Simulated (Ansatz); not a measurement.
# One arrangement of a pair

The pair of H2 (SMILES [H][H], atoms 1–2) and SiH4 (SMILES [SiH4], atoms 3–7), both closed shells, in one local arrangement (a lower one may exist), relaxed at PBE0-D4/def2-TZVP:

```json
{"atom": "H1", "x (Å)": "0.4083", "y (Å)": "0.2135", "z (Å)": "-2.4750"}
{"atom": "H2", "x (Å)": "0.0462", "y (Å)": "-0.4391", "z (Å)": "-2.4796"}
{"atom": "Si3", "x (Å)": "-0.0907", "y (Å)": "0.0451", "z (Å)": "0.9904"}
{"atom": "H4", "x (Å)": "-1.1904", "y (Å)": "-0.7719", "z (Å)": "0.4183"}
{"atom": "H5", "x (Å)": "1.2143", "y (Å)": "-0.5837", "z (Å)": "0.6660"}
{"atom": "H6", "x (Å)": "-0.2489", "y (Å)": "0.1235", "z (Å)": "2.4648"}
{"atom": "H7", "x (Å)": "-0.1387", "y (Å)": "1.4127", "z (Å)": "0.4150"}
```

Program: Ansatz 0.2.0. Basis: def2-TZVPPD, with def2-QZVPPD for the basis limit. Cores are frozen in the correlated methods. B3LYP uses VWN-RPA correlation. Extrapolation: Hartree–Fock as exp(−7.88 √X), correlation as X^−2.97. Interaction energies count from these two fragments, frozen as in the pair, with the counterpoise correction; negative means bound.

Problem. What is the interaction energy by CCSD(T) at an estimated basis limit (MP2 extrapolated from triple and quadruple zeta, plus CCSD(T) − MP2 in triple zeta)? (Judge from chemistry; the value comes from the calculation.)

Solution. The calculation gives: -1.5 kJ/mol. Hartree–Fock alone gives 0.9 kJ/mol at the basis limit, so without correlation the pair would not bind at this distance. It counts from the two fragments frozen as in the pair.

The same quantity by other methods in triple zeta, and each one's difference from that estimate:
```json
{"method": "PBE-D4", "E_int (kJ/mol)": "-2.4", "difference": "-0.9"}
{"method": "revPBE-D4", "E_int (kJ/mol)": "-1.8", "difference": "-0.3"}
{"method": "BLYP-D4", "E_int (kJ/mol)": "-0.8", "difference": "0.7"}
{"method": "r2SCAN-D4", "E_int (kJ/mol)": "-0.8", "difference": "0.7"}
{"method": "B97M-V", "E_int (kJ/mol)": "-1.5", "difference": "0.0"}
{"method": "PBE0-D4", "E_int (kJ/mol)": "-2.0", "difference": "-0.6"}
{"method": "B3LYP-D4", "E_int (kJ/mol)": "-1.3", "difference": "0.2"}
{"method": "HSE06-D4", "E_int (kJ/mol)": "-2.1", "difference": "-0.6"}
{"method": "wB97X-V", "E_int (kJ/mol)": "-1.6", "difference": "-0.2"}
{"method": "wB97M-V", "E_int (kJ/mol)": "-1.4", "difference": "0.1"}
{"method": "B2PLYP", "E_int (kJ/mol)": "0.1", "difference": "1.6"}
{"method": "HF", "E_int (kJ/mol)": "0.9", "difference": "2.4"}
{"method": "MP2", "E_int (kJ/mol)": "-1.0", "difference": "0.5"}
{"method": "CCSD", "E_int (kJ/mol)": "-0.9", "difference": "0.6"}
{"method": "CCSD(T)", "E_int (kJ/mol)": "-1.1", "difference": "0.4"}
```
Differences are method less estimate.

Basis-set superposition shift (counterpoise-corrected less uncorrected): CCSD(T) 0.2; MP2 0.3; HF 0.1; PBE0-D4 0.0; wB97M-V 0.1 kJ/mol.

The T1 diagnostic stays at or below 0.011.

For scale, one of the runs: CCSD(T)/def2-TZVPPD, 150 basis functions (an equivalent command: `ansatz run in.yaml --threads 2`). Time: 4.8 s of wall clock on 2 CPU threads; the host was shared. Peak host memory: 0.99 GiB.
